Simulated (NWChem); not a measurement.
# BeH$_{2}$; SMILES [BeH2]

Results from NWChem. All runs use the structure optimised with PBE0/def2-SVP. LC-ωPBE (HJS hole) with def2-SVP; x = 1 − exp(−ω/0.25 bohr⁻¹) is a scale chosen for this fit.

```
row           x  −ε(HOMO) (eV)
--------  -----  -------------
ω = 0.05  0.181           8.21
ω = 0.10  0.330           8.95
ω = 0.15  0.451           9.63
ω = 0.25  0.632          10.72
ω = 0.50  0.865       withheld
```

Problem. Fit a straight line of the last column on the one before it, predict the withheld value, and compare with the run.

Solution. 
1. Means of the 4 shown rows: x = 0.3985, y = 9.377. Slope Σ(x − x̄)(y − ȳ)/Σ(x − x̄)² = 0.6099/0.1093 = 5.582; intercept 7.153.
2. The shown rows scatter about the line by 0.043 (root mean square); the largest residual is +0.05, at ω = 0.05.
3. At x = 0.865 (ω = 0.50; beyond the shown range) the line gives 11.98.
4. The run gives 12.19, +0.21 from the line, 4.9 times the scatter.
